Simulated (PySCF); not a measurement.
## Pb(NH2)2 at several levels of theory

Computed with PySCF 2.14.0 (density fitting, no spin-orbit coupling) at the geometry relaxed with PBE:

```xyz
7
Pb(NH2)2 (singlet)
Pb    1.3007    0.5086   -0.0715
N    -0.0027   -0.0393    1.5807
H     0.1413    0.3635    2.5126
H    -0.9982   -0.2534    1.4526
N    -0.1461   -0.0876   -1.5819
H     0.1597   -0.3072   -2.5360
H    -0.9822   -0.6385   -1.3565
```

| level | basis | state | HOMO (eV) | gap (eV) | charge on Pb1 (e) | dipole about the centre of mass (D) | largest force component (eV/Å) |
| --- | --- | --- | --- | --- | --- | --- | --- |
| PBE | Pb def2-SVP with ECP60, N def2-SVP, H def2-SVP | singlet | -4.66 | 2.86 | 0.46 | 0.08 | 0.01 |
| BP86 | the same | singlet | -4.78 | 2.85 | 0.45 | 0.04 | 0.06 |
| revPBE | the same | singlet | -4.60 | 2.88 | 0.48 | 0.18 | 0.20 |
| PBE0 | the same | singlet | -5.96 | 4.74 | 0.58 | 0.48 | 0.55 |
| PBE | Pb def2-TZVP with ECP60, N def2-TZVP, H def2-TZVP | singlet | -4.98 | 2.91 | 0.72 | 0.67 | 0.35 |
| PBE | Pb x2c-SVPall, N x2c-SVPall, H x2c-SVPall | singlet | -4.67 | 2.85 | 0.49 | 0.10 | 0.48 |

Charges are Mulliken's, which hang on the basis. The relaxation used the grid (50, 194), these runs (75, 302) or, all-electron (x2c bases, spin-free X2C Hamiltonian), (99, 590).

Q: What does B3LYP with Pb def2-SVP with ECP60, N def2-SVP, H def2-SVP give here?

A: state singlet, HOMO (eV) -5.70, gap (eV) 4.28, charge on Pb1 (e) 0.53, dipole about the centre of mass (D) 0.40, largest force component (eV/Å) 0.29. Time: 2.8 s on 2 threads of Arm Neoverse V1, on a shared host, from an already converged density.

In the first row's basis the gap widens with exact exchange: 2.9 eV for BP86, PBE, revPBE (none); 4.3 to 4.7 eV for B3LYP, PBE0 (a fixed share).
